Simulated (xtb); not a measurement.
hexachlorodisilane (Cl6Si2), singlet, geometry from GFN2-xTB, atoms displaced at random by about 0.1 Å a coordinate. Base run: GFN1-xTB (xtb 6.7.1).

The xtb input:
```
$ xtb mol.xyz --gfn 1 --opt --json

# file mol.xyz
8

Cl     2.04764102    -0.44998402    -1.75848985
Si     1.16300244    -0.37204167     0.25201917
Cl     1.95593929     1.45776763     1.05136086
Cl     1.48362428    -1.69007579     1.39919176
Si    -1.16958145    -0.02012666    -0.33801545
Cl    -1.75754880     1.58290835    -1.51998831
Cl    -1.95876849    -1.55019715    -1.06745702
Cl    -2.05836819     0.36590894     1.52143176
```

Each row names what was changed in the base input (with any setting that the change needs).

```tsv
change	ΔE vs base (mEh)	optimiser steps
base	0.000	17
opt level = vtight	-0.001	21
engine = lbfgs	-0.001	-
alpb = chcl3	-12.774	17
opt level = loose	0.023	8
alpb = ch2cl2	-12.159	16
opt level = lax	0.005	12
engine = inertial	0.044	-
opt level = tight	-0.001	18
opt level = sloppy	0.069	7
```
